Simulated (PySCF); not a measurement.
SMILES [NH2][SnH]([N](C)C)[NH2], GFN2-xTB optimised geometry.

```
17

Sn    -0.10    -0.42     0.00
N     -0.55     1.57     0.00
N      1.93    -0.42     0.00
N     -0.56    -1.34    -1.76
C     -1.94    -1.72    -1.97
C     -0.01    -0.74    -2.95
H     -0.89    -1.38     1.21
H      0.15     2.13     0.47
H     -1.45     1.81     0.40
H      2.31    -1.32    -0.25
H      2.35    -0.15     0.87
H     -2.56    -0.89    -2.31
H     -1.97    -2.50    -2.74
H     -2.35    -2.13    -1.05
H     -0.58     0.12    -3.29
H      1.02    -0.43    -2.76
H      0.00    -1.49    -3.75
```

Density from PySCF with PBE0/def2-SVP, def2 effective core potentials past Kr at that geometry. The core electrons that the potentials of Sn replace are not part of the density.

Minimum of the electron density along straight lines between bonded atoms, close to the bond critical point (lines longer than 1.1 times the sum of covalent radii, or with two minima, are not listed):

```csv
bond,length / Å,ρ at the minimum / e bohr⁻³,∇²ρ there / e bohr⁻⁵,position (fraction from the first atom)
Sn1–N2,2.041,0.107,0.40,0.50
Sn1–N3,2.024,0.111,0.43,0.50
Sn1–N4,2.041,0.109,0.40,0.50
N4–C5,1.443,0.275,-0.78,0.60
N4–C6,1.444,0.274,-0.78,0.61
Sn1–H7,1.735,0.104,0.12,0.62
N2–H8,1.011,0.330,-1.50,0.76
N2–H9,1.012,0.330,-1.50,0.76
N3–H10,1.012,0.329,-1.50,0.76
N3–H11,1.011,0.330,-1.50,0.76
C5–H12,1.097,0.275,-0.99,0.62
C5–H13,1.092,0.277,-1.02,0.63
C5–H14,1.088,0.279,-1.04,0.63
C6–H16,1.087,0.281,-1.06,0.63
C6–H17,1.092,0.277,-1.01,0.62
```
